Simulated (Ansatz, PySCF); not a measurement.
Reaction (SMILES): [F][Sb]([F])[F] → [F][Sb][F] + F atom (the F-Sb bond at the site shown breaks; other sites are not compared here)
Structures are relaxed separately at B3LYP-D3(BJ)/def2-TZVP in Ansatz (a quantum-chemistry and plane-wave program).

Quantity: bond dissociation energy (enthalpy at 298 K, with B3LYP-D3(BJ) rigid-rotor harmonic-oscillator terms from PySCF), in eV. Valence correlation only, unless marked. Open shells are spin-unrestricted. No spin-orbit coupling. Frozen are the shells of the preceding noble gas and the d and f shells that filled before the atom's block. Past Kr the def2 sets carry scalar-relativistic core potentials. STO-3G rows are all-electron and non-relativistic. CBS marks a two-point X^-3 extrapolation of the correlation energy; Hartree-Fock from the larger set. The bracket is a focal-point correction in the basis named.

```
level                                                                 program  bond dissociation energy (eV)  minus last row
-------------------------------------------------------------  --------------  -----------------------------  --------------
HF/def2-TZVPP                                                          Ansatz                           3.19           -1.98
HF-D3(BJ)/def2-TZVPD                                            PySCF + dftd3                           3.39           -1.78
PBE/def2-TZVPD                                                         Ansatz                           5.17            0.00
PBE-D3(BJ)/def2-TZVPD                                          Ansatz + dftd3                           5.19            0.02
B97M-V/def2-TZVPD                                                      Ansatz                           5.09           -0.08
PBE0/STO-3G                                                            Ansatz                           3.30           -1.87
PBE0/def2-TZVPD                                                        Ansatz                           4.86           -0.31
HSE06-D4/def2-TZVPD                                            Ansatz + dftd4                           4.89           -0.28
B2PLYP-D3(BJ)/def2-TZVPD                                       Ansatz + dftd3                           5.00           -0.17
RPA@PBE/def2-TZVPP                                                     Ansatz                           4.49           -0.68
RPA@PBE/def2-QZVPP                                                     Ansatz                           4.66           -0.51
MP2/def2-SVP                                                           Ansatz                           4.81           -0.36
MP2/def2-SVPD                                                          Ansatz                           5.00           -0.17
RI-MP2/CBS(def2-TZVPPD,def2-QZVPPD)                                    Ansatz                           5.54            0.37
RI-MP2/CBS(def2-TZVPPD,def2-QZVPPD)+[CCSD(T)-MP2]/def2-TZVPPD          Ansatz                           5.17            0.00
```
